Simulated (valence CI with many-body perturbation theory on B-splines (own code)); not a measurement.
Results of a calculation; reference values are marked as such.
## Basis-set convergence for Tc XXIX

Level of theory: valence CI with perturbative core correlation (CI+MBPT): five valence electrons over a frozen Dirac-Fock core [Ne], a basis of 9 s, 9 p, 8 d, 6 f, 3 g, 1 h functions for each j, with the one-electron correlation potential Σ1 (screened to all orders), the two-electron term Σ2, the three-electron term Σ3, Breit, model QED; selected single and double excitations, second order for the rest, scaled by the run's own slope (own B-spline code, finite nucleus).

The last digits are not significant, and no measured levels were compared; by estimate large intervals hold to a few tenths of a per cent, small ones and those within an open d or f shell to about a per cent. Among the levels kept, up to 1700 cm⁻¹ of a level comes from second order outside the variational space, and about a tenth of that is noise between levels of different J, which matters for small intervals.

The reference run has the lowest level (3s^2 3p1/2^2 3p3/2) J=3/2 and an ionisation energy of 1546.47 eV. Its largest variational space holds 20000 state functions.

Levels are named by their leading jj configuration (3d3/2^4 stands for four electrons in 3d with j = 3/2), which in mixed levels can hold well under half, so a name can repeat and another be missing. Letters in brackets count levels of one name in rising energy.

Changed runs:
A. basis 6 s, 6 p, 5 d, 3 f, 1 g
B. basis 5 s, 5 p, 4 d, 2 f

Excitation energies of the reference run in cm⁻¹, and shifts in cm⁻¹:

```
                             Level  Reference       A      B
        (3s^2 3p1/2 3p3/2^2) J=3/2     176887     -29    -56
        (3s^2 3p1/2 3p3/2^2) J=5/2     222939     +78   +324
        (3s^2 3p1/2 3p3/2^2) J=1/2     282254    +128   +464
              (3s^2 3p3/2^3) J=3/2     459079     +62   +273
        (3s 3p1/2^2 3p3/2^2) J=5/2     763027    -107   -331
        (3s 3p1/2^2 3p3/2^2) J=3/2     846178     +21    -56
        (3s 3p1/2^2 3p3/2^2) J=1/2     879226     -39    -88
        (3s^2 3p1/2^2 3d3/2) J=3/2     928368    +146   +327
        (3s^2 3p1/2^2 3d5/2) J=5/2     990330    +299   +704
          (3s 3p1/2 3p3/2^3) J=3/2     997211     +65   +141
          (3s 3p1/2 3p3/2^3) J=5/2    1032750     +58   +102
(3s^2 3p1/2 3p3/2 3d3/2) J=3/2 [a]    1055900    +129   +168
            Ionisation energy (eV)    1546.47  -0.038  -0.12
```
